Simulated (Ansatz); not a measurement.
cyclo-(SbH)3 (Sb₃H₃). The state is a singlet with charge 0. Geometry PBE-D4/def2-SVP; atoms count from 1.

```xyz
6

Sb    0.8909   -0.6501   -1.5228
Sb    1.4143    0.8790    0.8730
Sb   -0.9104    1.4697   -0.7391
H    -0.0242   -1.8248   -0.6339
H     0.5173   -0.2425    1.8453
H    -1.8879    0.3687    0.1774
```

In the def2 sets Sb takes a core potential; there is no spin–orbit coupling.

(1) Estimate the Mulliken populations from the PBE0/def2-TZVP orbitals of Ansatz.

(2) And the Mayer bond orders between heavy atoms (over 0.3)?

Results:

(1) 
| atom | charge (e) |
| --- | --- |
| Sb1 | -0.01 |
| Sb2 | -0.01 |
| Sb3 | -0.01 |
| H4 | 0.01 |
| H5 | 0.01 |
| H6 | 0.01 |
Mulliken values depend strongly on the basis.

(2) Sb1–Sb2 1.02 (2.89 Å); Sb1–Sb3 1.02 (2.89 Å); Sb2–Sb3 1.02 (2.89 Å).
